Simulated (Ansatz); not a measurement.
A structure relaxed at PBE0-D4/def2-SVP in Ansatz, charge 0, singlet:

| atom | x (Å) | y (Å) | z (Å) |
| --- | --- | --- | --- |
| Mo1 | 1.072 | -0.416 | -0.756 |
| Mo2 | -0.022 | 1.332 | -0.345 |
| Si3 | 0.251 | -0.197 | 1.508 |
| Si4 | -1.301 | -0.719 | -0.408 |

Problem. Give its formula and point group.

Solution. the cluster Si2Mo2. Point group C2v (tolerance 0.1 Å).

Problem. Summarise the bond lengths by kind (pairs closer than 1.2 times the sum of covalent radii, bridged metal pairs left out).

Solution. 4 × Mo–Si 2.42 Å; 1 × Mo–Mo 2.10 Å; 1 × Si–Si 2.52 Å.

In the def2 sets Mo takes a core potential; there is no spin–orbit coupling. The structure comes from a short search, and lower isomers may exist.
